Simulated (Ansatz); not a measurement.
Cost and result up the ladder for Si₂Sn₅ (7 atoms). Charge 0, multiplicity 1. Geometry: PBE-D4/def2-SVP.

```
atom   x (Å)   y (Å)   z (Å)
 Si1  -1.467  -0.347   1.899
 Si2   0.603  -0.915   1.050
 Sn3  -2.005   1.172  -0.257
 Sn4   2.521  -0.898  -0.668
 Sn5   0.765   1.816   1.003
 Sn6   0.602   0.853  -2.012
 Sn7  -1.020  -1.680  -1.015
```

Ansatz on 4 threads of Arm Neoverse V2 on a shared host. Times are rough, and most runs start from the orbitals of an earlier one. CAM-B3LYP-D4/def2-TZVP serves as the yardstick here, not as an exact answer. Differences are given only for rows in sets of like size (and for xTB, whose basis is part of the method), since another set adds its own error. Binding counts from free atoms at the same level (Si triplet, Sn triplet; other spins of the atoms weren't run), without zero-point energy or a counterpoise term.

In the def2 sets Sn takes a core potential; there is no spin–orbit coupling. Correlated methods freeze 30 core orbitals; core or outer-core shells of Sn are correlated, in sets that lack core-valence functions. The rows differ in basis, and correlated rows in double-zeta sets carry the largest basis error. Another isomer (singlet) lies 1.15 eV lower at PBE0-D4/def2-TZVP; other spin states weren't run for this one.

Correlated methods converge slowly with the basis, most of all in double-zeta sets.

```json
{"level": "revPBE-D4/def2-TZVP", "functions": "324", "wall time": "7.5 s"}
{"level": "PBE-D4/def2-TZVP (with forces)", "functions": "324", "wall time": "8.5 s"}
{"level": "r2SCAN-D4/def2-TZVP", "functions": "324", "wall time": "17 s"}
{"level": "PBE0-D4/def2-TZVP", "functions": "324", "wall time": "19 s"}
{"level": "CAM-B3LYP-D4/def2-TZVP", "functions": "324", "wall time": "28 s"}
{"level": "CCSD(T)/def2-SVP", "functions": "166", "wall time": "2.4 min"}
```

(1) Estimate what each level gives for the binding energy per atom (eV).

Results:

(1) 
```csv
level,binding energy per atom (eV),difference from CAM-B3LYP-D4/def2-TZVP (eV)
revPBE-D4/def2-TZVP,2.86,0.34
PBE-D4/def2-TZVP (with forces),2.99,0.47
r2SCAN-D4/def2-TZVP,2.83,0.31
PBE0-D4/def2-TZVP,2.84,0.32
CAM-B3LYP-D4/def2-TZVP,2.52,0.00
CCSD(T)/def2-SVP,2.39,–
```
